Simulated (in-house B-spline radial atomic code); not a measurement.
Computed with a B-spline radial atomic code. Model: two electrons, singlet ground state, non-relativistic, full CI in B-splines with partial waves to l = 8 (at full coupling up to 3e-4 hartree above the limit, correlation up to 0.6 % small), density held at that of full coupling by Lieb maximisation.

Along the adiabatic connection the electron repulsion is scaled by a coupling λ while a local potential keeps the density fixed. At λ = 0 the system is the Kohn-Sham one and W equals the exchange energy; the exchange-correlation energy is the area under W between 0 and 1. The kinetic energy rises with λ as the electrons avoid each other, with dT/dλ = −λ dW/dλ.

Command:
```bash
python run_ac.py task.json out
```
Settings (lengths in bohr, energies in hartree):
```
potential              coulomb
strength               1
lmax                   8
wall_radius            8
```

Time taken, with all properties: 6.4 s on 1 thread of Intel(R) Xeon(R) Processor @ 2.30GHz, with other jobs on the host.

**W = mean repulsion less Hartree energy, and W of three functionals.**

Given: confinement point charge; nuclear charge 1; hard wall radius 8 bohr; external potential -Z/r.

Computed: PBE exchange minus exact -0.27563 millihartree; SCAN exchange minus exact -5.0726 millihartree.

| coupling | W xc (hartree) | W xc minus exchange (millihartree) | kinetic minus Kohn-Sham (millihartree) | LDA (PW92) W minus its exchange (millihartree) | PBE W minus its exchange (millihartree) | SCAN W minus its exchange (millihartree) |
| --- | --- | --- | --- | --- | --- | --- |
| 0 | -0.42035 | 0 | 0 | 0 | 0 | 0 |
| 0.02 | -0.42241 | -2.058 | 0.02 | -9.74 | -1.62 | -1.79 |
| 0.05 | -0.42541 | -5.062 | 0.13 | -19.17 | -4.09 | -4.36 |
| 0.12 | -0.43205 | -11.696 | 0.69 | -35.01 | -9.79 | -9.92 |
| 0.25 | -0.44313 | -22.778 | 2.72 | -55.6 | -19.75 | -19.06 |
| 0.4 | -0.45421 | -33.859 | 6.3 | -72.96 | -30.07 | -28.19 |
| 0.6 | ? | ? | ? | ? | ? | ? |
| 0.8 | -0.47706 | -56.707 | 19.73 | -104.5 | -52.36 | -47.42 |
| 1 | -0.4858 | -65.449 | 27.57 | -115.93 | -61.34 | -55.08 |
| 1.4 | -0.49966 | -79.312 | 44.07 | -133.99 | -76.26 | -67.72 |
| 2 | ? | ? | ? | ? | ? | ? |
| 3 | -0.5304 | -110.05 | 108.13 | -176.19 | -113.68 | -98.56 |
| 4.5 | -0.54461 | -124.26 | 160.47 | -197.87 | -133.81 | -114.01 |
| 7 | -0.55787 | -137.52 | 235.01 | -219.92 | -154.67 | -128.41 |
| 10 | -0.56696 | -146.6 | 311.07 | -236.21 | -170.25 | -137.71 |

(1) What belongs in the row 0.6?

(2) What belongs in the row 2?

(3) What is the LDA exchange minus exact?

**Energy parts, natural occupations and partial-wave weights.**

Computed: total energy -0.5186 hartree; exchange energy -0.42035 hartree; correlation energy -0.037875 hartree; kinetic part of the DFT correlation energy 0.027574 hartree; initial slope twice GL2 -0.10405 hartree; Hartree energy 0.8407 hartree; Lieb Oxford ratio E_xc over LDA exchange 1.2555.

```csv
natural,occupation of the shell (electrons)
s,1.9254
s,0.044606
p,0.028193
d,0.00075045
p,?
s,0.00025649
```

(4) What belongs in the row p?

```tsv
wave	weight
s	0.98513
p	0.014394
d	0.00041157
f	?
g	1.0616e-05
```

(5) What belongs in the row f?

(6) What is the kinetic part over minus potential part?

(7) What is the Kohn-Sham kinetic?

Results:

(1) W xc (hartree): -0.46668; W xc minus exchange (millihartree): -46.328; kinetic minus Kohn-Sham (millihartree): 12.5; LDA (PW92) W minus its exchange (millihartree): -90.61; PBE W minus its exchange (millihartree): -42.05; SCAN W minus its exchange (millihartree): -38.58.

(2) W xc (hartree): -0.51447; W xc minus exchange (millihartree): -94.122; kinetic minus Kohn-Sham (millihartree): 68.97; LDA (PW92) W minus its exchange (millihartree): -153.73; PBE W minus its exchange (millihartree): -93.41; SCAN W minus its exchange (millihartree): -82.07.

(3) 55.389 millihartree.

(4) occupation of the shell (electrons): 0.00055467.

(5) weight: 4.9304e-05.

(6) 0.42131.

(7) 0.53333 hartree.

Half-way to full coupling W has made 61 % of its drop, against 50 % for a straight line, and second-order (GL2) theory, half the initial slope, overshoots the correlation energy by about 37 %: a marked bend. Over couplings 0 to 1 the errors in E_xc come to about +17 millihartree for LDA, +3.2 millihartree for PBE, +1.1 millihartree for SCAN, so SCAN is nearest. In LDA and PBE and SCAN the errors of exchange and correlation have opposite signs, so the sum is smaller than the larger of the two.
